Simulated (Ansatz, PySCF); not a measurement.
Bi(F)3 anion (BiF₃), SMILES [F][Bi]([F])[F] (connectivity only; charge and spin as stated), charge -1, multiplicity 2. Atoms are numbered in the order given.

```xyz
4

Bi     0.0010     0.0000     0.0000
F     -2.2145     0.0000     0.0000
F      1.1067     1.9201     0.0000
F      1.1067    -1.9201     0.0000
```
Charge -1, spin multiplicity 2.

Geometry optimised at B3LYP-D3(BJ)/def2-SVPD. The multiplicity is an assumed one; other spin states were not compared. The isomer is the one that the SMILES or the coordinates give; other isomers of the formula were not compared. The def2 effective core potentials stand for the cores of Bi; spin–orbit coupling is left out.

Two levels are set side by side: PBE-D3(BJ)/def2-SVPD (Ansatz, an electronic-structure program) and B3LYP-D3(BJ)/def2-SVPD (Ansatz). Each level has its own optimised geometry; the coordinates shown are those of the second. Frequencies come from the Hessian of PySCF at each geometry. Differences are taken from unrounded values.

```csv
quantity,B3LYP-D3(BJ)
mean bond length (Å),2.216
bond Bi1–F2 (Å),2.215
bond Bi1–F3 (Å),2.216
bond Bi1–F4 (Å),2.216
highest harmonic wavenumber (cm⁻¹),427
mean harmonic wavenumber (cm⁻¹),234
zero-point energy (kcal/mol),2.00
```

Question: What does PBE-D3(BJ) give, and how far is it from B3LYP-D3(BJ)? (Estimate from the structure and the level; the computed values follow.)

Answer: 
| quantity | PBE-D3(BJ) | PBE-D3(BJ) minus B3LYP-D3(BJ) |
|---|---|---|
| mean bond length (Å) | 2.225 | 0.009 |
| bond Bi1–F2 (Å) | 2.225 | 0.009 |
| bond Bi1–F3 (Å) | 2.225 | 0.009 |
| bond Bi1–F4 (Å) | 2.225 | 0.009 |
| highest harmonic wavenumber (cm⁻¹) | 417 | -10 |
| mean harmonic wavenumber (cm⁻¹) | 232 | -2 |
| zero-point energy (kcal/mol) | 1.99 | -0.02 |

GGA bonds tend to be longer and softer than those of functionals with exact exchange. Differences between two approximate levels are no errors against the true value.
